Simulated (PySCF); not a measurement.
## Electronic absorption of ZrH4

Compound: ZrH4 (singlet state).
SMILES: `[H][Zr]([H])([H])[H]`

Method: PySCF 2.14.0, density-fitted response routines, TDDFT B3LYP/def2-SVPD, vertical, gas phase, core orbitals frozen in the response, def2 core potentials past Kr. Isolated species at its PBE0-D3(BJ)/def2-SVP geometry, gas phase. Spin–orbit coupling is left out.

```tsv
state	λ (nm)	E (eV)	f	symmetry	main configurations (H = HOMO, L = LUMO)
S1	314.4	3.94	0.0000	–	H-2/H-1/H→L/L+1 (≥81%)
S2	314.3	3.94	0.0000	–	H-2/H-1/H→L/L+1 (≥82%)
S3	314.3	3.94	0.0000	–	H-2/H-1/H→L/L+1 (≥94%)
S4	294.2	4.21	0.0033	T2	H-2/H-1/H→L/L+1 (≥96%)
S5	294.2	4.21	0.0033	T2	H-2/H-1/H→L/L+1 (≥84%)
S6	294.1	4.22	0.0033	T2	H-2/H-1/H→L/L+1 (≥77%)
S7	248.1	5.00	0.0000	–	H-3→L/L+1 (≥78%)
S8	248.1	5.00	0.0000	–	H-3→L/L+1 (≥78%)
```

Triplets (Tamm–Dancoff): T1 3.65 eV, H-2/H-1/H→L/L+1 (≥72%); T2 3.65 eV, H-2/H-1/H→L/L+1 (≥85%); T3 3.66 eV, H-2/H-1/H→L/L+1 (≥91%).

The lowest singlet level (S1/S2/S3) comes at 314 nm (380 kJ/mol) in the ultraviolet; it is dark (f under 0.0005). The most intense listed level is S4/S5/S6 at 4.21 eV (294 nm, f = 0.0099 summed), 0.27 eV above S1. S1/S2/S3, S4/S5/S6 and S7/S8 lie within about 0.01 eV of each other in each set; the point group Td has degenerate representations, and within a degenerate level the listed configurations can mix freely. For S1 the Löwdin share of zirconium is 51% in HOMO and 87% in LUMO; for S4 the Löwdin share of zirconium is 51% in HOMO and 87% in LUMO+1. Of the 8 states listed, none reaches f = 0.01 and 5 stay under 0.0005. Weighted by f, the mean energy of these states is 4.21 eV. No computed singlet lies in the visible range (380 to 750 nm); the lowest, at 314 nm, stands 0.68 eV above its violet end (3.26 eV). All these states lie below the vertical ionisation energy of 10.71 eV (ΔSCF). Symmetry labels in Td follow from the direction of the transition dipole and are given only for states with f of 0.002 or more. Orbitals of the list HOMO-3 to LUMO+2 that lie within 0.01 eV of each other are written together with a slash and their weights summed (≥ marks a lower bound); for degenerate orbitals outside that list single weights are arbitrary. The window holds the lowest 10 singlets. The highest level found (5.06 eV, f 0.0000 so far) is left out, since the window may have cut off a degenerate partner.
